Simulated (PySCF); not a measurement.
# Badger's rule along the second period: bonds to H

PBE0 in PySCF with def2-TZVPP on every atom, for the lowest determinant that a PBE0 search found; no spin–orbit coupling. Badger's rule says that Re = d + c·k^(−1/3) for bonds between atoms of fixed rows.

```json
{"molecule": "HF", "state (unpaired electrons)": "singlet (closed shell)", "Re (Å)": "0.918", "k (mdyn/Å)": "9.74"}
{"molecule": "NH", "state (unpaired electrons)": "triplet (π ↑↑)", "Re (Å)": "1.038", "k (mdyn/Å)": "?"}
{"molecule": "CH", "state (unpaired electrons)": "doublet (π ↑)", "Re (Å)": "1.125", "k (mdyn/Å)": "?"}
{"molecule": "BH", "state (unpaired electrons)": "singlet (closed shell)", "Re (Å)": "1.241", "k (mdyn/Å)": "?"}
{"molecule": "BeH", "state (unpaired electrons)": "doublet (σ ↑)", "Re (Å)": "1.356", "k (mdyn/Å)": "?"}
{"molecule": "LiH", "state (unpaired electrons)": "singlet (closed shell)", "Re (Å)": "1.599", "k (mdyn/Å)": "1.03"}
```

**Question.** Fix c and d from HF and LiH.

**Answer.** c = (1.599 − 0.918)/(1.03^(−1/3) − 9.74^(−1/3)) = 1.305, d = 0.918 − c·9.74^(−1/3) = 0.307 Å.

**Question.** Predict k of the others and set the computed values beside them.

**Answer.** 

```tsv
molecule	k by the rule	k computed	difference (%)
NH	5.69	6.07	-6
CH	4.06	4.43	-8
BH	2.73	2.95	-8
BeH	1.92	2.19	-12
```

The rule misses by 8 % on average, well for two fitted constants.

States were picked by a PBE0 search and need not be the measured ground states.
